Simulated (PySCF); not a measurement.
**Mayer bond orders and bond lengths**

Species: C7H17P.
Atom-mapped SMILES: `[CH2:1]=[P@@:2]([CH3:3])([CH2:4][CH3:5])[CH:6]([CH3:7])[CH3:8]` (hydrogens: H9, H10 on C1; H11, H12, H13 on C3; H14, H15 on C4; H16, H17, H18 on C5; H19 on C6; H20, H21, H22 on C7; H23, H24, H25 on C8)

Geometry (GFN2-xTB, Å), atoms numbered from 1 in this order:
```
atom  x, y, z in Å
C1    -0.342    2.403   -0.102
P2     0.137    0.775   -0.214
C3     0.909    0.536   -1.852
C4     1.506    0.541    0.992
C5     2.223   -0.800    0.964
C6    -0.893   -0.828   -0.040
C7    -1.991   -0.767   -1.092
C8    -1.485   -0.852    1.362
H9    -1.080    2.645   -0.867
H10   -0.719    2.640    0.892
H11    0.237    0.933   -2.610
H12    1.124   -0.510   -2.060
H13    1.827    1.123   -1.866
H14    1.098    0.743    1.986
H15    2.196    1.358    0.759
H16    2.593   -1.021   -0.035
H17    3.075   -0.779    1.642
H18    1.567   -1.610    1.275
H19   -0.272   -1.712   -0.204
H20   -2.701   -1.583   -0.961
H21   -2.531    0.177   -1.005
H22   -1.578   -0.831   -2.097
H23   -2.004    0.087    1.557
H24   -0.710   -0.975    2.117
H25   -2.198   -1.668    1.468
```

Bond orders from the PBE0/pcSseg-1 density (PySCF). One conformer (not necessarily the lowest) at the GFN2-xTB geometry, without solvent, vibrations or thermal averaging.

(1) Where do the orders between heavy atoms depart from those drawn in the SMILES?

(2) Set the Mayer orders of the bonds between heavy atoms beside their lengths.

Answers

(1) The largest departure is 0.441, at C1–P2 (drawn double, 1.559). Drawn single, order below 0.88: P2–C6 (0.779). Drawn double or triple, more than 0.30 short of the drawn order: C1–P2 (1.559).

(2) 
| bond | drawn as | length (Å) | Mayer order |
| --- | --- | --- | --- |
| C1–P2 | double | 1.701 | 1.559 |
| P2–C3 | single | 1.826 | 0.991 |
| P2–C4 | single | 1.839 | 0.951 |
| C4–C5 | single | 1.522 | 1.031 |
| P2–C6 | single | 1.913 | 0.779 |
| C6–C7 | single | 1.522 | 1.025 |
| C6–C8 | single | 1.522 | 1.022 |

By pair of heavy elements: C–P: lowest P2–C6 (0.779, 1.913 Å), highest C1–P2 (1.559, 1.701 Å). C–C: all 3 within 0.02 of one another (1.022 to 1.031).

Problem. And the bonds to hydrogen?

Solution. C–H: 0.92 to 0.96 (17 bonds).

Problem. Sum the orders of all bonds at each heavy atom with more than one neighbour and set the sums beside the valence in the SMILES.

Solution. C1 3.426 (drawn 4), P2 4.280 (drawn 5), C3 3.822 (drawn 4), C4 3.852 (drawn 4), C5 3.917 (drawn 4), C6 3.744 (drawn 4), C7 3.907 (drawn 4), C8 3.900 (drawn 4). Orders between atoms that aren't bonded are not in these sums.

For a closed shell the Mayer order of atoms A and B is Σ (PS)μν (PS)νμ over the basis functions μ on A and ν on B, with P the density and S the overlap matrix.
